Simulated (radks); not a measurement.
Results of a calculation; reference values are marked as such.
Problem. Excited configurations of Si II: one electron is placed in a higher orbital outside [Ne] 3s2. The ground configuration is [Ne] 3s2 3p1. Code: a radial shooting solver on a logarithmic mesh with Libxc functionals. Model: Dirac Kohn-Sham, PBE, spin-unpolarised, spherical densities, point nucleus; open shells are shared between the two j in proportion to 2j + 1. Excitation = E - E(ground); binding = E(ion) - E, where the ion is the core of charge +2; n* = 2/sqrt(2 binding) in atomic units, and the quantum defect is n - n*. Eigenvalue and <r> are those of j = l + 1/2.

outer orbital  excitation (eV)  binding (eV)     n*  quantum defect  eigenvalue (eV)  <r> (bohr)
3d                       8.346         7.647  2.668           0.332           -4.871       3.840
4f                      12.487         3.506  3.940           0.060           -2.488       8.693
5d                      13.270         2.723  4.471           0.529           -2.130       14.12
6s                      13.237         2.756  4.444           1.556           -2.222       15.42
6d                      14.117         1.876  5.386           0.614           -1.499       21.32
7d                      14.621         1.371  6.299           0.701           -1.113       29.88
7f                      14.734         1.259  6.575           0.425           -1.011       31.18

Estimate the row for 5f.

Solution. excitation (eV) 13.626; binding (eV) 2.366; n* 4.796; quantum defect 0.204; eigenvalue (eV) -1.792; <r> (bohr) 14.82. The Delta-SCF ionisation energy is 15.993 eV (NIST Atomic Spectra Database: 16.346 eV, measured). Self-interaction in the functional shifts the binding energies and quantum defects, so they are the method's values and not measured ones. Spin polarisation and multiplet splitting are left out, so open shells lie too high by an amount that depends on their filling.

Beside tabulated values, note that spin-unpolarised runs miss the spin-polarisation part of the exchange energy of open shells.
